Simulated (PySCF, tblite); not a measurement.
Potential energy curve for SiH (cation, charge +1), singlet. Each curve is given relative to its own lowest point near equilibrium.

```tsv
R / Å	A	B	C
1.23	104.0	103.8	112.3
1.30	53.7	53.5	49.8
1.37	22.6	22.5	17.3
1.43	7.6	7.6	4.2
1.46	3.3	3.3	1.2
1.52	0.0	0.0	0.0
1.56	1.0	1.0	2.0
1.63	7.7	7.6	9.0
1.65	10.6	10.3	11.7
1.78	36.6	35.4	33.4
1.86	57.0	54.7	49.1
2.05	112.0	105.0	89.9
2.29	183.8	166.0	143.1
2.53	250.4	215.7	193.8
2.74	301.8	248.1	233.7
3.03	360.9	277.1	279.1
3.30	404.2	292.2	310.1
3.76	456.1	303.3	—
4.14	483.1	306.5	—
4.57	502.1	307.8	—
5.37	518.7	308.4	—
6.04	523.5	308.5	—
```

Energies in kJ/mol.

Problem. Assign the columns to these levels of theory: PySCF with CASSCF(4,5)/cc-pVTZ; GFN2-xTB, 300 K electronic temperature in tblite; restricted PBE0/cc-pVTZ run with PySCF 2.14.0.

Solution. A is RKS-PBE0; B is CASSCF(4,5); C is GFN2-xTB.

A dash means that the run gave no value there, or that the column was ended at a point which the program doubted or which failed a test of continuity chosen for this set; such a test can also cut sound points.

At the longest distance RKS-PBE0 leaves fractional charges on the fragments, a sign of delocalisation error or of the restricted form. The restricted form behind RKS-PBE0 keeps the bonding electrons paired and can't separate into open-shell fragments.
